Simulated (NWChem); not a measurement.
System: CdHSeCl; SMILES [Cl][Cd][SeH]

The following NWChem deck was run.

```
start job
memory heap 200 mb stack 900 mb global 1100 mb
geometry units angstroms noautoz
  Cd     0.340303    -0.251879    -0.007762
  Cl     0.403455    -2.542656     0.007163
  Se     0.286526     2.194066    -0.022073
  H     -1.185974     2.190613    -0.026774
end
basis spherical
  Cd library def2-svp
  Cl library def2-svp
  Se library def2-svp
  H library def2-svp
end
ecp
  Cd library def2-ecp
end
dft
  xc r2scan0
  iterations 150
  mulliken
end
task dft energy
```

NWChem printed, in part:

```
             Northwest Computational Chemistry Package (NWChem) 7.3.0
             --------------------------------------------------------

 CS  symmetry detected

                             Geometry "geometry" -> ""
                             -------------------------

 Output coordinates in angstroms (scale by  1.889725989 to convert to a.u.)

  No.       Tag          Charge          X              Y              Z
 ---- ---------------- ---------- -------------- -------------- --------------
    1 Cd                  48.0000     0.00930836    -0.46708528     0.00000000
    2 Cl                  17.0000     0.00619879    -2.75877890     0.00000000
    3 Se                  34.0000     0.02628030     1.97943374     0.00000000
    4 H                    1.0000    -1.44571061     2.01858759     0.00000000

 Effective nuclear repulsion energy (a.u.)     628.8044525678

      Symmetry information
      --------------------

 Group name             Cs
 Group number              2
 Group order               2
 No. of unique centers     4

                                 NWChem DFT Module
                                 -----------------

 Summary of "ao basis" -> "ao basis" (spherical)
 ------------------------------------------------------------------------------
       Tag                 Description            Shells   Functions and Types
 ---------------- ------------------------------  ------  ---------------------
 Cd                         def2-svp                11       31   5s3p2d1f
 Cl                         def2-svp                 8       18   4s3p1d
 Se                         def2-svp                12       32   5s4p3d
 H                          def2-svp                 3        5   2s1p

      Symmetry analysis of basis
      --------------------------

        a'         60
        a"         26

            General Information
            -------------------
          SCF calculation type: DFT
          Wavefunction type:  closed shell.
          No. of atoms     :     4
          No. of electrons :    72
           Alpha electrons :    36
            Beta electrons :    36
          Charge           :     0
          Spin multiplicity:     1
          Use of symmetry is: on ; symmetry adaption is: on
          Maximum number of iterations: 150
          AO basis - number of functions:    86
                     number of shells:    34
          Convergence on energy requested:  1.00D-06
          Convergence on density requested:  1.00D-05
          Convergence on gradient requested:  5.00D-04

              XC Information
              --------------
                     r^2SCAN0 Method XC Functional
                     Hartree-Fock (Exact) Exchange  0.250
               r^2SCAN metaGGA Exchange Functional  0.750
                     r^2SCAN Correlation Potential  1.000

             Grid Information
             ----------------
          Grid used for XC integration:  medium
          Radial quadrature: Mura-Knowles
          Angular quadrature: Lebedev.
          Tag              B.-S. Rad. Rad. Pts. Rad. Cut. Ang. Pts.
          ---              ---------- --------- --------- ---------
          Cd                  1.55      123          10.0       590
          Cl                  1.00       88          12.0       590
          Se                  1.15      112          11.0       590
          H                   0.35       45          11.0       434
          Grid pruning is: on
          Number of quadrature shells:   368
          Spatial weights used:  Erf1

      Superposition of Atomic Density Guess
      -------------------------------------

 Sum of atomic energies:       -3051.30826947

      Non-variational initial energy
      ------------------------------

 Total energy =   -3026.562687
 1-e energy   =   -4890.553465
 2-e energy   =    1556.155019
 HOMO         =      -0.289962
 LUMO         =      -0.044997

      Symmetry analysis of molecular orbitals - initial
      -------------------------------------------------

  Numbering of irreducible representations:

     1 a'          2 a"

  Orbital symmetries:

     1 a'          2 a'          3 a'          4 a'          5 a'
     6 a"          7 a'          8 a'          9 a'         10 a'
    11 a"         12 a'         13 a'         14 a"         15 a'
    16 a'         17 a'         18 a"         19 a'         20 a'
    21 a"         22 a'         23 a"         24 a'         25 a'
    26 a'         27 a"         28 a'         29 a'         30 a"
    31 a'         32 a'         33 a"         34 a'         35 a'
    36 a"         37 a'         38 a'         39 a"         40 a'
    41 a'         42 a'         43 a'         44 a"         45 a'
    46 a'

     ---------------------------------------------
      Total Density - Mulliken Population Analysis
     ---------------------------------------------

    Atom       Charge   Shell Charges
 -----------   ------   -------------------------------------------------------
    1 Cd  20    19.05  -0.37  1.62  0.74  0.57  0.26  5.95  0.18  0.09  9.11  0.88  0.00
    2 Cl  17    17.62   2.00  1.99  1.23  0.73  5.94  2.20  3.52  0.01
    3 Se  34    34.51   2.00  2.00  2.00  1.33  0.54  6.00  5.98  1.95  2.68  8.20  1.75  0.07
    4 H    1     0.82   0.57  0.23  0.02

   convergence    iter        energy       DeltaE   RMS-Dens  Diis-err
 ---------------- ----- ----------------- --------- --------- ---------
 d= 0,ls=0.0,diis     1  -3029.6547806732 -3.34D+03  1.42D-02  3.25D-01
 d= 0,ls=0.0,diis     2  -3029.6628293836 -8.05D-03  7.03D-03  2.88D-01
 d= 0,ls=0.0,diis     3  -3029.7042615499 -4.14D-02  1.25D-03  1.09D-02
 d= 0,ls=0.0,diis     4  -3029.7055147387 -1.25D-03  2.62D-04  7.20D-04
 d= 0,ls=0.0,diis     5  -3029.7056081173 -9.34D-05  5.50D-05  2.55D-05
  Resetting Diis
 d= 0,ls=0.0,diis     6  -3029.7056109246 -2.81D-06  1.33D-05  1.19D-06
 d= 0,ls=0.0,diis     7  -3029.7056110624 -1.38D-07  6.29D-06  4.42D-08

         Total DFT energy =    -3029.705611062423
      One electron energy =    -4891.334962801124
           Coulomb energy =     1685.103692037836
    Exchange-Corr. energy =     -131.310098708984
 Nuclear repulsion energy =      307.835758409850

 Numeric. integr. density =       72.000005041915

                  Occupations of the irreducible representations
                  ----------------------------------------------

                     irrep           alpha         beta
                     --------     --------     --------
                     a'               26.0         26.0
                     a"               10.0         10.0

                       DFT Final Molecular Orbital Analysis
                       ------------------------------------

 Vector   34  Occ=2.000000D+00  E=-3.238537D-01  Symmetry=a"
              MO Center=  6.2D-03, -2.6D+00,  3.2D-17, r^2= 1.7D+00
   Bfn.  Coefficient  Atom+Function         Bfn.  Coefficient  Atom+Function
  ----- ------------  ---------------      ----- ------------  ---------------
    44      0.634696  2 Cl pz                41      0.452875  2 Cl pz
    38      0.265742  2 Cl pz                16      0.114261  1 Cd d -1
    14      0.091633  1 Cd pz                11      0.069419  1 Cd pz
    63      0.064100  3 Se pz                66      0.061516  3 Se pz
     8     -0.060350  1 Cd pz                60     -0.040035  3 Se pz

 Vector   35  Occ=2.000000D+00  E=-3.224118D-01  Symmetry=a'
              MO Center=  4.0D-02, -2.1D+00, -1.3D-14, r^2= 3.5D+00
   Bfn.  Coefficient  Atom+Function         Bfn.  Coefficient  Atom+Function
  ----- ------------  ---------------      ----- ------------  ---------------
    42      0.598914  2 Cl px                39      0.426727  2 Cl px
    36      0.250390  2 Cl px                65     -0.156746  3 Se py
    62     -0.142893  3 Se py                15      0.134371  1 Cd d -2
    43     -0.098653  2 Cl py                 4      0.093668  1 Cd s
    59      0.091961  3 Se py                53     -0.078334  3 Se s

 Vector   36  Occ=2.000000D+00  E=-2.695762D-01  Symmetry=a"
              MO Center= -1.1D-03,  1.8D+00, -1.4D-13, r^2= 2.4D+00
   Bfn.  Coefficient  Atom+Function         Bfn.  Coefficient  Atom+Function
  ----- ------------  ---------------      ----- ------------  ---------------
    66      0.598805  3 Se pz                63      0.489051  3 Se pz
    60     -0.312494  3 Se pz                16     -0.129257  1 Cd d -1
    44     -0.112167  2 Cl pz                57      0.101401  3 Se pz
    41     -0.075142  2 Cl pz                14      0.067997  1 Cd pz
    11      0.061707  1 Cd pz                 8     -0.053907  1 Cd pz

 Vector   37  Occ=0.000000D+00  E=-6.037577D-02  Symmetry=a'
              MO Center= -7.1D-02, -1.7D-01, -3.4D-15, r^2= 5.4D+00
   Bfn.  Coefficient  Atom+Function         Bfn.  Coefficient  Atom+Function
  ----- ------------  ---------------      ----- ------------  ---------------
     5      0.734117  1 Cd s                  4      0.563977  1 Cd s
    65      0.506611  3 Se py                43     -0.381098  2 Cl py
     2     -0.311532  1 Cd s                 62      0.272439  3 Se py
    54     -0.250984  3 Se s                 19     -0.216955  1 Cd d  2
    53     -0.212937  3 Se s                 40     -0.205419  2 Cl py

 Vector   38  Occ=0.000000D+00  E=-2.063566D-02  Symmetry=a'
              MO Center=  1.5D-01, -3.2D-01,  8.7D-18, r^2= 5.6D+00
   Bfn.  Coefficient  Atom+Function         Bfn.  Coefficient  Atom+Function
  ----- ------------  ---------------      ----- ------------  ---------------
    12      0.811116  1 Cd px                83      0.391674  4 H  s
     9      0.328363  1 Cd px                54     -0.268875  3 Se s
     6     -0.253144  1 Cd px                42     -0.230836  2 Cl px
    82      0.170205  4 H  s                 64      0.128254  3 Se px
    39     -0.119215  2 Cl px                53     -0.099091  3 Se s

 Vector   39  Occ=0.000000D+00  E=-6.329025D-03  Symmetry=a"
              MO Center=  6.6D-03, -4.2D-01,  1.6D-14, r^2= 5.8D+00
   Bfn.  Coefficient  Atom+Function         Bfn.  Coefficient  Atom+Function
  ----- ------------  ---------------      ----- ------------  ---------------
    14      0.854014  1 Cd pz                11      0.330594  1 Cd pz
    66     -0.286645  3 Se pz                 8     -0.252314  1 Cd pz
    44     -0.234766  2 Cl pz                63     -0.152145  3 Se pz
    41     -0.121101  2 Cl pz                60      0.095258  3 Se pz
    38     -0.069536  2 Cl pz                78     -0.057805  3 Se d -1

     ---------------------------------------------
      Total Density - Mulliken Population Analysis
     ---------------------------------------------

    Atom       Charge   Shell Charges
 -----------   ------   -------------------------------------------------------
    1 Cd  20    19.42  -0.38  1.68  0.70  0.79  0.12  5.98  0.33  0.19  9.07  0.95  0.00
    2 Cl  17    17.36   2.00  1.99  1.23  0.74  5.93  2.10  3.36  0.01
    3 Se  34    34.30   2.00  2.00  1.99  1.39  0.50  6.00  5.98  1.95  2.44  8.17  1.76  0.11
    4 H    1     0.92   0.68  0.21  0.03

     -------------------------------------------
      Total Density - Lowdin Population Analysis
     -------------------------------------------

    Atom       Charge   Shell Charges
 -----------   ------   -------------------------------------------------------
    1 Cd  20    19.80   0.01  1.01  0.94  0.61  0.31  5.64  0.71  0.46  8.71  1.42  0.00
    2 Cl  17    17.14   2.00  1.96  1.04  0.81  5.82  2.24  3.26  0.01
    3 Se  34    34.07   2.00  2.00  1.96  1.06  0.64  5.99  5.81  2.04  2.51  7.84  2.03  0.20
    4 H    1     0.99   0.59  0.33  0.07

     Multipole analysis of the density
     ---------------------------------

     L   x y z        total         alpha         beta         nuclear
     -   - - -        -----         -----         ----         -------
     0   0 0 0      0.000000    -36.000000    -36.000000     72.000000

     1   1 0 0     -0.250365      0.121081      0.121081     -0.492527
     1   0 1 0      0.530740    -12.091914    -12.091914     24.714569
     1   0 0 1      0.000000      0.000000      0.000000      0.000000

     2   2 0 0    -35.812414    -21.684299    -21.684299      7.556185
     2   1 1 0     -1.311403      2.071313      2.071313     -5.454030
     2   1 0 1      0.000000      0.000000      0.000000      0.000000
     2   0 2 0    -48.116316   -508.008930   -508.008930    967.901544
     2   0 1 1     -0.000000     -0.000000     -0.000000      0.000000
     2   0 0 2    -39.023760    -19.511880    -19.511880      0.000000
```

Level: r2SCAN0/def2-SVP with def2 effective core potentials on Cd. Geometry: optimised at PBE0/def2-SVP. def2 effective core potentials on Cd; no spin-orbit coupling.
